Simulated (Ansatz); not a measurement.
Consider the formal hydrolysis of the Al–B bond: `[BH2][Al]([NH2])[NH2]` + H₂O → `[NH2][Al]([NH2])[OH]` + BH₃.

Program: Ansatz. Geometries: PBE0-D4/def2-TZVP. ΔE: electronic, gas phase. CCSD(T)/CBS adds triple-zeta CCSD(T) − MP2 to the extrapolated MP2 energy (def2 sets, frozen cores). This one scheme is used for every species. Functionals use def2-TZVPP. One conformer a species, not always the lowest.

| level | ΔE (kJ/mol) |
| --- | --- |
| CAM-B3LYP-D4 | -166.7 |
| PBE0 | -147.1 |

(1) What does CCSD(T)/CBS give? (An estimate is asked.)

Largest T1 diagnostic among the species: 0.011.

Results:

(1) Ansatz gave: -157.3 kJ/mol. The listed levels differ from it by -9.4, 10.2 kJ/mol.

From PBE to PBE0 (25 % exact exchange), in def2-TZVPP and without D4, ΔE moves by −6.9 kJ/mol. Leaving LDA and LC-ωPBE aside and taking each functional with its dispersion term where it has one, the values, not all of them listed here, spread over 29.3 kJ/mol, from BHLYP-D4 to PBE-D4. In def2-TZVPP, CCSD(T) changes the Hartree–Fock value by +18.8 kJ/mol (the triples alone add +2.3 kJ/mol) and MP2 by +8.0 kJ/mol.
